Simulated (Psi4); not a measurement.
C$_{2}$H$_{12}$BiNSi$_{2}$ (SMILES C[N](C)[Bi]([SiH3])[SiH3]), singlet, at a GFN2-xTB geometry (such geometries of metal compounds can be far from the true shape) (core potentials on Bi); HF/def2-SV(P) run with Psi4.

Input for Psi4:
```
memory 2 GB

molecule {
0 1
  Bi   -0.04062919    0.04860098    0.64753778
  N     0.24168863   -1.73570531   -0.58158082
  C     1.61362174   -2.17389814   -0.58851152
  C    -0.31459859   -1.71824313   -1.90655244
  H     1.67990166   -3.16839601   -1.04053183
  H     2.28055115   -1.49998281   -1.15597096
  H     1.98096446   -2.23919552    0.43556287
  H     0.15183885   -0.96624237   -2.56657818
  H    -0.17790335   -2.69949874   -2.37204135
  H    -1.38286189   -1.51401916   -1.84774423
  Si    1.53732419    1.52326180   -0.83069236
  H     2.94506077    1.20334976   -0.58916689
  H     1.38735828    2.94482434   -0.52931612
  H     1.32411194    1.38316970   -2.26755032
  Si   -2.14314238    0.94699910   -0.61305912
  H    -3.27913410    0.03594015   -0.47719070
  H    -1.96038066    1.18467936   -2.04087580
  H    -2.58178959    2.22062167   -0.04026200
}

set basis def2-sv(p)

energy('scf')
print_variables()
```

It wrote (shortened):

```
   => Loading Basis Set <=

    Name: DEF2-SV(P)
    Role: ORBITAL
    Keyword: BASIS

    !!!  WARNING: ECP capability is in beta. Please check occupations closely.  !!!

         ---------------------------------------------------------
                                   SCF
               by Justin Turney, Rob Parrish, Andy Simmonett
                          and Daniel G. A. Smith
                              RHF Reference
         ---------------------------------------------------------

  ==> Geometry <==

    Molecular point group: c1
    Full point group: C1

    Geometry (in Angstrom), charge = 0, multiplicity = 1:

       Center              X                  Y                   Z               Mass
    ------------   -----------------  -----------------  -----------------  -----------------
         BI          -0.027675779562     0.032358361192     0.513451946586   208.980399100000
         N            0.254642040438    -1.751947928808    -0.715666653414    14.003074004430
         C            1.626575150438    -2.190140758808    -0.722597353414    12.000000000000
         C           -0.301645179562    -1.734485748808    -2.040638273414    12.000000000000
         H            1.692855070438    -3.184638628808    -1.174617663414     1.007825032230
         H            2.293504560438    -1.516225428808    -1.290056793414     1.007825032230
         H            1.993917870438    -2.255438138808     0.301477036586     1.007825032230
         H            0.164792260438    -0.982484988808    -2.700664013414     1.007825032230
         H           -0.164949939562    -2.715741358808    -2.506127183414     1.007825032230
         H           -1.369908479562    -1.530261778808    -1.981830063414     1.007825032230
         SI           1.550277600438     1.507019181192    -0.964778193414    27.976926534650
         H            2.958014180438     1.187107141192    -0.723252723414     1.007825032230
         H            1.400311690438     2.928581721192    -0.663401953414     1.007825032230
         H            1.337065350438     1.366927081192    -2.401636153414     1.007825032230
         SI          -2.130188969562     0.930756481192    -0.747144953414    27.976926534650
         H           -3.266180689562     0.019697531192    -0.611276533414     1.007825032230
         H           -1.947427249562     1.168436741192    -2.174961633414     1.007825032230
         H           -2.568836179562     2.204379051192    -0.174347833414     1.007825032230

  Running in c1 symmetry.

  Rotational constants: A =      0.04040  B =      0.03338  C =      0.03020 [cm^-1]
  Rotational constants: A =   1211.20147  B =   1000.72094  C =    905.27031 [MHz]
  Nuclear repulsion =  521.427538593032295

  Charge       = 0
  Multiplicity = 1
  Electrons    = 82
  Nalpha       = 41
  Nbeta        = 41

  ==> Algorithm <==

  SCF Algorithm Type is DF.
  DIIS enabled.
  MOM disabled.
  Fractional occupation disabled.
  Guess Type is SAD.
  Energy threshold   = 1.00e-06
  Density threshold  = 1.00e-06
  Integral threshold = 1.00e-12

  ==> Primary Basis <==

  Basis Set: DEF2-SV(P)
    Blend: DEF2-SV(P)
    Number of shells: 68
    Number of basis functions: 128
    Number of Cartesian functions: 135
    Spherical Harmonics?: true
    Max angular momentum: 2

  Core potential: DEF2-SV(P)
    Number of shells: 4
    Number of ECP primitives: 18
    Number of ECP core electrons: 60
    Max angular momentum: 3

   => Loading Basis Set <=

    Name: (DEF2-SV(P) AUX)
    Role: JKFIT
    Keyword: DF_BASIS_SCF

  ==> Integral Setup <==

  SCF_SUBTYPE=INCORE selected. In-core MEM_DF algorithm will be used.
  Using in-core AOs.

  ==> MemDFJK: Density-Fitted J/K Matrices <==

    J tasked:                   Yes
    K tasked:                   Yes
    wK tasked:                   No
    Algorithm:                 Core
    Schwarz Cutoff:           1E-12
    Mask sparsity (%):       2.5757
    Fitting Condition:        1E-10

   => Auxiliary Basis Set <=

  Basis Set: (DEF2-SV(P) AUX)
    Blend: DEF2-UNIVERSAL-JKFIT
    Number of shells: 276
    Number of basis functions: 950
    Number of Cartesian functions: 1182
    Spherical Harmonics?: true
    Max angular momentum: 6

  Minimum eigenvalue in the overlap matrix is 5.7039161831E-03.
  Reciprocal condition number of the overlap matrix is 9.3515456215E-04.
    Using symmetric orthogonalization.

  ==> Pre-Iterations <==

  SCF Guess: Superposition of Atomic Densities via on-the-fly atomic UHF (no occupation information).

   -------------------------
    Irrep   Nso     Nmo
   -------------------------
     A        128     128
   -------------------------
    Total     128     128
   -------------------------

  ==> Iterations <==

                           Total Energy        Delta E     RMS |[F,P]|

   @DF-RHF iter SAD:  -925.67413834796594   -9.25674e+02   0.00000e+00
   @DF-RHF iter   1:  -928.03742673513636   -2.36329e+00   3.90257e-03 DIIS/ADIIS
   @DF-RHF iter   2:  -928.18070701337263   -1.43280e-01   2.36540e-03 DIIS/ADIIS
   @DF-RHF iter   3:  -928.22708962835031   -4.63826e-02   5.95999e-04 DIIS/ADIIS
   @DF-RHF iter   4:  -928.23237716646497   -5.28754e-03   1.77661e-04 DIIS/ADIIS
   @DF-RHF iter   5:  -928.23292031653943   -5.43150e-04   3.87990e-05 DIIS
   @DF-RHF iter   6:  -928.23297003469497   -4.97182e-05   1.25420e-05 DIIS
   @DF-RHF iter   7:  -928.23297542675220   -5.39206e-06   4.18838e-06 DIIS
   @DF-RHF iter   8:  -928.23297598618046   -5.59428e-07   1.37829e-06 DIIS
   @DF-RHF iter   9:  -928.23297604550248   -5.93220e-08   4.44012e-07 DIIS
  Energy and wave function converged.

  ==> Post-Iterations <==

    Orbital Energies [Eh]
    ---------------------

    Doubly Occupied:

       1A    -68.754397     2A    -68.748579     3A    -15.538740
       4A    -11.245188     5A    -11.243158     6A     -6.690329
       7A     -6.131427     8A     -6.125979     9A     -4.269783
      10A     -4.268157    11A     -4.264365    12A     -4.240949
      13A     -4.240894    14A     -4.240801    15A     -4.235503
      16A     -4.235419    17A     -4.235350    18A     -1.332030
      19A     -1.326444    20A     -1.321907    21A     -1.320234
      22A     -1.317238    23A     -1.171588    24A     -0.941834
      25A     -0.835860    26A     -0.783514    27A     -0.719276
      28A     -0.680525    29A     -0.622127    30A     -0.610209
      31A     -0.600785    32A     -0.545589    33A     -0.516278
      34A     -0.496608    35A     -0.492004    36A     -0.485994
      37A     -0.484084    38A     -0.435165    39A     -0.375861
      40A     -0.344423    41A     -0.325530

    Virtual:

      42A      0.078887    43A      0.102699    44A      0.114271
      45A      0.136385    46A      0.172052    47A      0.178241
      48A      0.202183    49A      0.223929    50A      0.224907
      51A      0.238925    52A      0.249153    53A      0.273098
      54A      0.292513    55A      0.301378    56A      0.309242
      57A      0.327828    58A      0.358259    59A      0.369708
      60A      0.410510    61A      0.426415    62A      0.436318
      63A      0.453091    64A      0.466874    65A      0.478149
      66A      0.480967    67A      0.498680    68A      0.518311
      69A      0.527831    70A      0.541933    71A      0.553164
      72A      0.585851    73A      0.620568    74A      0.633177
      75A      0.652961    76A      0.681535    77A      0.689318
      78A      0.721044    79A      0.744849    80A      0.758921
      81A      0.768695    82A      0.781854    83A      0.796699
      84A      0.807332    85A      0.820991    86A      0.844499
      87A      0.857316    88A      0.862643    89A      0.898164
      90A      0.912483    91A      0.919038    92A      0.953178
      93A      0.962456    94A      0.969770    95A      0.995136
      96A      0.999187    97A      1.011843    98A      1.091627
      99A      1.118510   100A      1.147455   101A      1.184498
     102A      1.206497   103A      1.212149   104A      1.221841
     105A      1.250904   106A      1.256790   107A      1.355501
     108A      1.384133   109A      1.474093   110A      1.838990
     111A      1.953462   112A      2.083498   113A      2.143493
     114A      2.361865   115A      2.365516   116A      2.413866
     117A      2.430066   118A      2.469298   119A      2.482197
     120A      2.842843   121A      2.955008   122A      2.993398
     123A      3.214355   124A      3.436695   125A     21.691820
     126A     21.743466   127A     21.938904   128A     55.146109

    Final Occupation by Irrep:
              A
    DOCC [    41 ]
    NA   [    41 ]
    NB   [    41 ]

  @DF-RHF Final Energy:  -928.23297604550248

   => Energetics <=

    Nuclear Repulsion Energy =            521.4275385930322955
    One-Electron Energy =               -2397.7326564857739868
    Two-Electron Energy =                 948.0721418472392088
    Total Energy =                       -928.2329760455024825

Computation Completed

Properties will be evaluated at   0.000000,   0.000000,   0.000000 [a0]

Properties computed using the SCF density matrix

 Multipole Moments:

 ------------------------------------------------------------------------------------
     Multipole            Electronic (a.u.)      Nuclear  (a.u.)        Total (a.u.)
 ------------------------------------------------------------------------------------

 L = 1.  Multiply by 2.5417464519 to convert [e a0] to [Debye]
 Dipole X            :         -6.5198542            6.6139100            0.0940558
 Dipole Y            :          8.0977022           -8.0274697            0.0702325
 Dipole Z            :         94.3803945          -94.1977548            0.1826397
 Magnitude           :                                                    0.2171091

 ------------------------------------------------------------------------------------

  Variable Map:
  ----------------------------------------------------------------------------
  "CURRENT ENERGY"           =>    -928.232976045502
  "CURRENT REFERENCE ENERGY" =>    -928.232976045502
  "DD SOLVATION ENERGY"      =>       0.000000000000
  "HF KINETIC ENERGY"        =>     783.317514486591
  "HF POTENTIAL ENERGY"      =>   -1711.550490532094
  "HF TOTAL ENERGY"          =>    -928.232976045502
  "HF VIRIAL RATIO"          =>       2.185002197549
  "NUCLEAR REPULSION ENERGY" =>     521.427538593032
  "ONE-ELECTRON ENERGY"      =>   -2397.732656485774
  "PCM POLARIZATION ENERGY"  =>       0.000000000000
  "PE ENERGY"                =>       0.000000000000
  "SCF ITERATION ENERGY"     =>    -928.232976045502
  "SCF ITERATIONS"           =>       9.000000000000
  "SCF TOTAL ENERGY"         =>    -928.232976045502
  "TWO-ELECTRON ENERGY"      =>     948.072141847239

  Array Variable Map:
  ----------------------------------------------------------------------------
  "CURRENT DIPOLE"           =>       0.094055816930 ... 0.182639718267 1 by 3
  "SCF DIPOLE"               =>       0.094055816930 ... 0.182639718267 1 by 3
  "SCF TOTAL ENERGIES"       =>    -925.674138347966 ... -928.232976045502 1 by 10
```
